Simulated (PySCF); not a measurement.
A series of related compounds: SMILES C1=C(C)C=C(OC)P=C1C=O, C8H9O2P; `Cc1cc(C)pc(C=O)c1`, C8H9OP; `InChI=1S/C7H6ClOP/c1-5-2-6(4-9)10-7(8)3-5/h2-4H,1H3`; SMILES C(c1cc(C)cc(C=O)p1)=O, C8H7O2P; `Cc1cc(C=O)pc(Cl)c1C=O`, C8H6ClO2P.

Computational details: structure optimised with GFN2-xTB, σ from GIAO-PBE0/pcSseg-1, in PySCF (non-relativistic, one conformer, equivalent nuclei averaged, gas phase).

Shifts are taken against calculated references (same method and geometry level): ³¹P vs H3PO4.

**Question.** How does the ³¹P shift change along the series?

**Answer.** 
```tsv
compound	change	δ (ppm)	HOMO–LUMO gap (eV)
COc1cc(C)cc(C=O)p1	Cl replaced by OCH3	173.2	4.61
Cc1cc(C)pc(C=O)c1	Cl replaced by CH3	244.0	4.70
Cc1cc(Cl)pc(C=O)c1	base	247.4	4.78
Cc1cc(C=O)pc(C=O)c1	Cl replaced by CHO	283.0	4.65
Cc1cc(C=O)pc(Cl)c1C=O	H replaced by CHO	245.2	4.23
```
